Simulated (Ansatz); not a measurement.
Al₂Ga₂As₄. The state is a singlet with charge 0. Geometry PBE-D4/def2-SVP; atoms count from 1.

Cartesian coordinates in Å:
```
Al -1.5559 -0.9423 -0.8817
Al 1.5561 0.9422 0.8819
Ga 0.5491 -1.7693 0.9187
Ga -0.5496 1.7685 -0.9209
As 0.4120 2.9728 0.8174
As -1.5084 0.5641 -2.6608
As -1.6612 -2.4829 0.8654
As 2.7580 -1.0532 0.9799
```

The structure comes from a short search, and lower isomers may exist.

(1) Estimate the Mulliken populations from the PBE0/def2-TZVP orbitals of Ansatz.

(2) And the Mayer bond orders between heavy atoms (over 0.3)?

Answers

(1) 
```
atom  charge (e)
 Al1        0.19
 Al2        0.19
 Ga3        0.21
 Ga4        0.21
 As5       -0.20
 As6       -0.20
 As7       -0.20
 As8       -0.20
```
Mulliken values depend strongly on the basis.

(2) Al1–As6 1.42 (2.33 Å); Al1–As7 1.42 (2.33 Å); Al2–As5 1.42 (2.33 Å); Al2–As8 1.42 (2.33 Å); Ga3–As7 1.25 (2.32 Å); Ga3–As8 1.25 (2.32 Å); Ga4–As5 1.25 (2.32 Å); Ga4–As6 1.25 (2.32 Å).
